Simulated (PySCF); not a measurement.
SMILES [AsH2], doublet (PBE0/def2-SVP optimised geometry):

```
3

As    -0.755    -0.765     0.000
H      0.775    -0.765     0.000
H     -0.775     0.765     0.000
```

Computed with unrestricted PBE0/def2-TZVP run with PySCF.

Question: What are the frontier orbital energies (α orbitals alone; a β orbital can be the lowest empty one) and the dipole moment?

Answer: HOMO-2 -10.31 eV, HOMO-1 -8.60 eV, HOMO -6.86 eV, LUMO 0.56 eV, LUMO+1 0.91 eV; dipole moment 0.29 D.

On the same geometry unrestricted PBE/def2-TZVP run with PySCF 2.14.0 gives HOMO-2 -8.99 eV, HOMO-1 -7.42 eV, HOMO -5.68 eV, LUMO -0.31 eV, LUMO+1 0.08 eV; dipole moment 0.24 D.

Meta-Löwdin charges at PBE0/def2-TZVP: As1 -0.01, H2 0.00, H3 0.00.
